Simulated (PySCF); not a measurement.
## A small calculation by hand: oscillator strength and radiative lifetime

CH11NOSi3, SMILES N[SiH2]OC([SiH3])[SiH3].

Geometry: PBE0-D3(BJ)/def2-SVP. This is a generated structure with no PubChem entry under its InChIKey; it may be hypothetical. One conformer was computed; it need not be the lowest.

TDA-CAM-B3LYP/def2-SVPD (PySCF) puts the first singlet state with f over 0.02 at 6.68 eV (vertical), with the transition dipole (0.000, 0.000, 0.413) in atomic units.

Q: Find the oscillator strength, the wavelength and the radiative lifetime that this transition would have in vacuum if emission retraced absorption.

A: 
|μ|² = 0.1706 au, so |μ| = 1.05 D. ΔE = 6.68/27.211 = 0.2455 hartree. f = (2/3) ΔE |μ|² = 0.028 (the program prints 0.028).
λ = 1239.84/6.68 = 186 nm; ν = 53878 cm⁻¹.
Einstein's coefficient A = 0.6670 ν² f s⁻¹ (ν in cm⁻¹) = 5.4e7 s⁻¹, so τ = 1/A = 19 ns. This state is S1. The figure is the radiative limit of this one transition; relaxation, internal conversion, crossing to triplets and a medium change what is measured.
